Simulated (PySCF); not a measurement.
Computed IR spectrum (relative IR intensity) of a molecule C2H9FSi2. Geometry optimised at PBE0-D3(BJ)/def2-SVP. One conformer was computed; it need not be the lowest. Calculation: PBE0-D3(BJ)/def2-SVP (PySCF 2.14.0). Frequencies are harmonic and unscaled.

```csv
ν (cm⁻¹),relative intensity
244,2.6
445,2.5
576,4.5
659,6.7
672,9.8
700,24
719,4.6
760,19
824,31
850,100
883,12
908,27
935,41
1261,3.4
1263,11
1428,2.4
1435,2.5
2207,29
2209,30
2218,57
```

Which structure fits?
A. C[Si@H]([SiH3])CF
B. C[SiH2][Si@H](C)F
C. F[SiH2]CC[SiH3]
D. C[C@@H](F)[SiH2][SiH3]

B, C[SiH2][Si@H](C)F
